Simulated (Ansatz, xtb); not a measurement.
**Ligand exchange: HBr + C2H6O → H2O + C2H5Br**

Species: HBr (hydrogen bromide), singlet; C2H6O (ethanol) `CCO`, singlet; H2O (water) `O`, singlet; C2H5Br (bromoethane) `CCBr`, singlet. The partners trade Br for OH: H–Br and C–OH bonds give way to H–OH and C–Br.

Shapes, held fixed at every level: PBE0-D4/def2-TZVP. Flexible molecules stand in one conformer, not always the lowest. Programs: Ansatz 0.2.0, xtb 6.7.1. The zero-point and thermal change to 298 K, harmonic and unscaled (PBE0-D4/def2-TZVP), is +4.5 kJ/mol.

**The experiment to reproduce.** Tabulated heats of formation (Active Thermochemical Tables): HBr -35.9; C2H6O -234.6; H2O -241.8; C2H5Br -63.1 kJ/mol, which give ΔH(298 K) = -34.5 kJ/mol.

```
               level                   kind  ΔH (kJ/mol)  computed − measured
            GFN0-xTB         semi-empirical        +33.8                +68.3
r2SCAN-D4/def2-TZVPP               meta-GGA        -29.1                 +5.5
 B3LYP-D4/def2-TZVPP          global hybrid        -29.0                 +5.6
 BHLYP-D4/def2-TZVPP          global hybrid        -27.9                 +6.7
        MP2/def2-SVP    perturbation theory        -13.4                +21.2
      MP2/def2-TZVPP    perturbation theory        -39.9                 -5.3
       CCSD/def2-SVP  coupled cluster or CI         -4.7                +29.8
  CCSD(T)/def2-TZVPP  coupled cluster or CI        -31.6                 +2.9
```

Nearest: CCSD(T)/def2-TZVPP (+2.9); farthest: GFN0-xTB (+68.3). 5 of 8 levels lie within 10 kJ/mol. The wrong sign comes from GFN0-xTB. Relativity is left out for Br. Outer-core shells of Br are correlated in most correlated rows, in sets that cover them unevenly.
